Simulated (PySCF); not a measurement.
PySCF input for F₂HOSTa, SMILES [OH][Ta]([F])([F])=[S], multiplicity 1, B3LYP-D3(BJ)/def2-SVP. The structure is a stationary point at B3LYP-D3(BJ)/def2-SVP. The multiplicity is an assumed one; no other spin state was optimised. The structure was generated by enumeration; whether it is a known compound was not checked. The def2 effective core potentials stand for the cores of Ta; spin–orbit coupling is left out. One conformer was computed; it need not be the lowest.

```python
import numpy as np
from pyscf import gto, scf, dft, df
from pyscf.hessian import thermo

mol = gto.M(
    atom='''
    Ta   -0.01195419    0.16534923    0.00000000
    S    -0.02014363   -2.00492945   -0.00000001
    F    -0.87365920    0.76266172   -1.56434788
    F    -0.87365919    0.76266170    1.56434790
    O     1.78277888    0.74296288   -0.00000001
    H     2.65858831    0.33676346   -0.00000001
    ''',
    basis='def2-SVP',
    ecp={'Ta': 'def2-svp'},
    charge=0,
    spin=0,
    max_memory=1600,
    verbose=3,
)
mf = dft.RKS(mol, xc='b3lyp').density_fit(auxbasis='def2-universal-jkfit')
mf.disp = 'd3bj'
mf.grids.level = 3
mf.conv_tol = 1e-11
mf.max_cycle = 100
mf.kernel()

# [left out here: the lines that compute and print the analytic Hessian (its translational invariance restored by hand, since the grid's response is missing), thermochemistry and intensities]
```

Output:

```
converged SCF energy = -730.689465958612

WARN: DFTD3 does not support analytical Hessian, using finite difference


WARN: Mole.unit (angstrom) is changed to Bohr

Mode                                 0                   1                   2
Irrep
Freq [cm^-1]                      159.2804            167.8477            184.3366
Reduced mass [au]                  19.4010              7.2115             11.7774
Force const [Dyne/A]                0.2900              0.1197              0.2358
Char temp [K]                     229.1690            241.4955            265.2194
Normal mode                   x     y     z       x     y     z       x     y     z
       0  Ta                 0.03 -0.00  0.00    0.00  0.00 -0.03   -0.01 -0.01 -0.00
       1   S                -0.04 -0.00 -0.00   -0.00  0.00  0.07    0.09 -0.02  0.00
       2   F                -0.11  0.01  0.09   -0.07  0.05  0.02   -0.01  0.11  0.04
       3   F                -0.11  0.01 -0.09    0.07 -0.05  0.02   -0.01  0.11 -0.04
       4   O                 0.03  0.02 -0.00    0.00  0.00  0.13    0.01 -0.09  0.00
       5   H                 0.05  0.07 -0.00    0.00  0.00  0.32   -0.05 -0.20  0.00
Mode                                 3                   4                   5
Irrep
Freq [cm^-1]                      189.6312            196.0959            402.8592
Reduced mass [au]                  15.3873              6.5975              1.1881
Force const [Dyne/A]                0.3260              0.1495              0.1136
Char temp [K]                     272.8371            282.1383            579.6246
Normal mode                   x     y     z       x     y     z       x     y     z
       0  Ta                -0.00  0.00 -0.00    0.00 -0.02 -0.00    0.00 -0.00 -0.00
       1   S                 0.00  0.00  0.08   -0.03 -0.03  0.00    0.00 -0.00  0.01
       2   F                 0.06  0.11  0.00    0.04  0.07  0.02   -0.01  0.01 -0.01
       3   F                -0.06 -0.11  0.00    0.04  0.07 -0.02    0.01 -0.01 -0.01
       4   O                 0.00 -0.00 -0.11   -0.06  0.15 -0.00    0.00  0.00  0.10
       5   H                -0.00 -0.00 -0.13    0.02  0.33  0.00    0.00  0.00 -0.91
Mode                                 6                   7                   8
Irrep
Freq [cm^-1]                      496.3195            544.4792            689.4807
Reduced mass [au]                   1.2941             34.9295             19.6076
Force const [Dyne/A]                0.1878              6.1011              5.4918
Char temp [K]                     714.0932            783.3843            992.0092
Normal mode                   x     y     z       x     y     z       x     y     z
       0  Ta                 0.00  0.00  0.00    0.00  0.03  0.00   -0.02  0.01 -0.00
       1   S                 0.01  0.01 -0.00   -0.00 -0.16 -0.00    0.00  0.01  0.00
       2   F                -0.00  0.00 -0.01   -0.00 -0.01 -0.01    0.07 -0.05  0.13
       3   F                -0.00  0.00  0.01   -0.00 -0.01  0.01    0.07 -0.05 -0.13
       4   O                -0.04 -0.11 -0.00   -0.00 -0.01 -0.00   -0.01 -0.01  0.00
       5   H                 0.37  0.79 -0.00    0.02  0.03 -0.00    0.01  0.04 -0.00
Mode                                 9                  10                  11
Irrep
Freq [cm^-1]                      694.1801            748.9525           3873.7255
Reduced mass [au]                  21.4870              6.7264              1.0681
Force const [Dyne/A]                6.1006              2.2230              9.4431
Char temp [K]                     998.7706           1077.5760           5573.4285
Normal mode                   x     y     z       x     y     z       x     y     z
       0  Ta                -0.00  0.00  0.03   -0.02 -0.01 -0.00    0.00  0.00 -0.00
       1   S                 0.00  0.00 -0.00    0.00 -0.01 -0.00    0.00  0.00  0.00
       2   F                -0.07  0.04 -0.13    0.00  0.00 -0.00    0.00 -0.00  0.00
       3   F                 0.07 -0.04 -0.13    0.00  0.00  0.00    0.00 -0.00 -0.00
       4   O                -0.00 -0.00 -0.01    0.22  0.05 -0.00   -0.06  0.02  0.00
       5   H                 0.00  0.00  0.03    0.27  0.16 -0.00    0.88 -0.40 -0.00
temperature 298.1500 [K]
pressure 101325.00 [Pa]
Rotational constants [GHz] 2.80994 2.00849 1.96083
Symmetry number 1
Zero-point energy (ZPE) 0.01902 [Eh]   49927.275 [J/mol]
                           tot       elec      trans        rot        vib
Entropy [J/mol/K]       356.412      0.000    178.475    116.169     61.768
Cv [J/mol/K]             90.369      0.000     12.472     12.472     65.426
Cp [J/mol/K]             98.684      0.000     20.786     12.472     65.426
Internal energy [J/mol]                      3718.434   3718.434  60489.754
Internal energy [Eh]   -730.66359  -730.68947
Enthalpy [J/mol]                             6197.391   3718.434  60489.754
Enthalpy [Eh]          -730.66265
Gibbs free energy [J/mol]                  -47015.056 -30917.221  42073.626
Gibbs free energy [Eh] -730.70312
mode   freq/cm-1   IR/(km/mol)
   1      159.28        13.811
   2      167.85         0.273
   3      184.34         8.440
   4      189.63         0.002
   5      196.10         0.789
   6      402.86       129.303
   7      496.32       198.240
   8      544.48        62.896
   9      689.48        98.877
  10      694.18       118.892
  11      748.95        82.613
  12     3873.73       286.818
max |gradient| / (hartree/bohr): 0.00015708542542256735
APT charges: [ 2.2548 -0.5533 -0.5978 -0.5978 -0.899   0.393 ]
```

The calculation finished and met its thresholds.

Cost: around 90 core-seconds (rough).
